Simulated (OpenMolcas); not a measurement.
# Ionisation energies of potassium

```json
{
  "Program": "OpenMolcas",
  "Basis": "ANO-RCC-VTZP [6s5p2d1f]",
  "Scalar Hamiltonian": "DKH2, point nucleus",
  "Spin-orbit coupling": "state interaction with AMFI integrals over the reference wave functions, term energies averaged over their components"
}
```

Active shells in each charge state: the valence s, p shells, with orbitals averaged over the low states. Where CASPT2's correlated closed shells are named, they are those of the first ion.

A. CASSCF
B. SS-CASPT2, IPEA 0.25 Eh, imaginary shift 0.1 Eh (closed shells correlated: 3s 3p)
C. SS-CASPT2, IPEA 0.25 Eh, imaginary shift 0.1 Eh (closed shells correlated: none)
D. SS-CASPT2, IPEA 0 Eh, imaginary shift 0.1 Eh (closed shells correlated: 3s 3p)
E. SS-CASPT2, IPEA 0.25 Eh, imaginary shift 0.1 Eh (closed shells correlated: 2s 2p 3s 3p)

Energies in eV between the lowest computed levels, named as in B; reference values from the NIST Atomic Spectra Database with their kind.

```
       From          To      A      B      C      D      E  Spin-orbit share in B         Reference
K 4s 2S 1/2  K+ 3p6 1S0  4.020  4.259  4.020  4.277  4.259                 +0.000  4.341 (measured)
```

Error against the reference values, in %:

| From | Reference | A | B | C | D | E |
| --- | --- | --- | --- | --- | --- | --- |
| K | measured | -7.4 | -1.9 | -7.4 | -1.5 | -1.9 |

Absolute error against the one measured value: A 0.32 eV, B 0.08 eV, C 0.32 eV, D 0.06 eV, E 0.08 eV. D lies closest.
